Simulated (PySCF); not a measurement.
B(Me)2(SH) (C2H7BS), SMILES CB(C)S.

Coordinates come from a PBE0-D3(BJ)/def2-SVP optimisation. Other conformers were not sampled.

Two levels are set side by side: PBE/def2-TZVP (PySCF) and PBE0/def2-TZVP (PySCF). Same geometry, gas phase. Differences are taken from unrounded values.

```json
[
 {"quantity": "orbital gap (eV)", "PBE": "5.33"},
 {"quantity": "highest occupied level (eV)", "PBE": "-6.66"},
 {"quantity": "lowest empty level (eV)", "PBE": "-1.33"},
 {"quantity": "dipole moment (D)", "PBE": "1.09"},
 {"quantity": "mean polarisability (bohr³)", "PBE": "60.8"}
]
```

These are the PBE values. What does PBE0 give? (The exact figures need the calculation; the answer reports its results.)


```
quantity                      PBE0  PBE minus PBE0
---------------------------  -----  --------------
orbital gap (eV)              7.47           -2.14
highest occupied level (eV)  -7.83            1.17
lowest empty level (eV)      -0.36           -0.97
dipole moment (D)             1.17           -0.08
mean polarisability (bohr³)   58.7             2.1
```

Without exact exchange PBE keeps part of each electron's self-repulsion, which lifts occupied levels and narrows the gap. Loosely held outer electrons make PBE densities more polarisable. Differences between two approximate levels are no errors against the true value.

Rough cost on one machine, each run with all the roots and properties that it gave: PBE0 against PBE within a factor of 2.
